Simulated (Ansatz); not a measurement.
Name a neutral molecule of N, O, Ta and H with HOMO energy (PBE/def2-TZVPP) between -6.75 and -6.45 eV and HOMO energy (B3LYP/def2-TZVPP) between -7.75 and -7.45 eV (Ansatz, PBE0-D4/def2-TZVP geometry).

`[NH2][Ta](=[O])([OH])[OH]` (-6.52 eV, -7.74 eV). Other molecules can fit too; these were computed, each in one conformer that needn't be the lowest.

B3LYP here is the variant with VWN-RPA as its local correlation; programs differ in this.
